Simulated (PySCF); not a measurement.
## C₆ coefficients of unlike pairs at PBE0

Calculated with PySCF 2.14 from the dipole response of each species, C₆(A,B) = (3/π) ∫ α_A(iu) α_B(iu) du, in atomic units, from isotropic polarisabilities. For ions this is the dispersion term alone; charge-induced terms of lower order in 1/R come first.

```
species       configuration                                                                             basis     relativity  α (bohr³)  C₆ (like pair)
   Cr²⁺       [Ar] 3d4 (5D)  aug-cc-pVTZ with one added diffuse shell each of s, p, d, f, g type (9s8p6d4f3g)           none      4.203           12.55
      P   [Ne] 3s2 3p3 (4S)         x2c-TZVPPall with one added diffuse shell each of s, p, d type (6s6p4d1f)  spin-free X2C      26.35           195.5
     Ag  [Kr] 4d10 5s1 (2S)    x2c-TZVPPall with one added diffuse shell each of s, p, d, f type (9s7p7d3f1g)  spin-free X2C      52.30           409.4
```

Problem. Estimate C₆ for P with Cr²⁺.

Solution. The integral gives 43.92. The combination rule 2 C_A C_B / (C_A α_B/α_A + C_B α_A/α_B) gives 44.67 and the geometric mean 49.54.

No spin-orbit coupling is included.

The other pairs:

| pair | C₆ |
| --- | --- |
| Ag, Cr²⁺ | 60.61 |
| Ag, P | 275.1 |
